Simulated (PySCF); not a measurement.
## What binds BiF: the parts of the energy along the bond

State: ³Σ⁻, triplet, unpaired electrons π ↑↑. ROHF-based CCSD(T) in PySCF 2.14 with Bi cc-pwCVDZ-PP with ECP60, F aug-cc-pVDZ and Bi cc-pwCVTZ-PP with ECP60, F aug-cc-pVTZ (frozen core orbitals: 5; scalar-relativistic core potentials). Correlation energies are extrapolated as n⁻³ (n = 2, 3), Hartree–Fock as (n+1)·exp(−9√n). All energies in eV from Bi + F.

```
 R (Å)  HF/CBS  CCSD corr.      (T)   total
1.7976  -1.351      -1.641  -0.1714  -3.164
1.8794  -1.794      -1.656  -0.1846  -3.635
1.9611  -1.974      -1.672  -0.1974  -3.843
2.0428  -1.978      -1.686  -0.2098  -3.874
2.1245  -1.864      -1.699  -0.2218  -3.785
2.2266  -1.620      -1.714  -0.2363  -3.570
2.3288  -1.309      -1.726  -0.2503  -3.286
```

A fit to the total gives Re = 2.0185 Å, De = 3.879 eV, ωe = 556.4 cm⁻¹, Be = 0.2376 cm⁻¹ (masses 208.9804 and 18.9984 u).

Question: At R = 2.0428 Å the CCSD correlation energy is -0.570885 hartree in the smaller basis and -0.757456 in the larger. Extrapolate it.

Answer: (3³·E3 − 2³·E2)/(3³ − 2³) = -0.83601 hartree; the larger basis holds 90.6 % of it.

The T1 diagnostic is 0.018. The state was picked by a PBE0 search and need not be the measured ground state. Spin–orbit coupling, excitations beyond (T) and corrections to the Born–Oppenheimer picture are left out, and spin–orbit coupling matters for open p, d or f shells this heavy.
